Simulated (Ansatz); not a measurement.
`[OH][Ta]([OH])([Cl])([Cl])[Cl]` + H₂O → `[OH][Ta]([OH])([OH])([Cl])[Cl]` + HCl  (formal hydrolysis of a Ta–Cl bond)

Computed with Ansatz on PBE0-D4/def2-TZVP structures; ΔE is electronic, products minus reactants. CCSD(T)/CBS is the MP2 limit (def2-TZVPP, def2-QZVPP) plus CCSD(T) − MP2 in def2-TZVPP, frozen cores. This one scheme is used for every species. DFT in def2-TZVPP. HSE06 is defined as in plane-wave codes. def2 core potentials past Kr. For Ta outer-core shells are correlated without core-valence functions, which leaves a few kJ/mol of doubt a bond. One conformer a species, not always the lowest.

```tsv
level	ΔE (kJ/mol)	difference from CCSD(T)/CBS
PBE-D4	3.1	3.9
r2SCANh-D4	0.1	0.9
BLYP	-4.3	-3.5
PBE0	1.1	1.9
r2SCANh	-0.4	0.4
HSE06	1.7	2.5
HF/def2-SVP	-13.9	-13.1
HF/def2-TZVPP	-10.1	-9.3
CCSD(T)/def2-TZVPP	-4.4	-3.6
MP2/CBS(def2)	6.4	7.2
CCSD(T)/CBS	-0.8	0
```

Largest T1 diagnostic among the species: 0.018.

The D4 term adds +3.0 kJ/mol with B3LYP and +1.7 kJ/mol with PBE0; it sums over pairs of atoms, weighted by their polarisabilities, and B3LYP, whose exchange is more repulsive, gets the larger term. In def2-TZVPP, CCSD(T) changes the Hartree–Fock value by +5.7 kJ/mol (the triples alone add +3.4 kJ/mol) and MP2 by +12.9 kJ/mol.

CCSD(T)/CBS has its own doubt, a few kJ/mol and more with outer-core shells, so smaller differences from it don't rank the levels.

B3LYP here is the variant with VWN-RPA as its local correlation; programs differ in this.
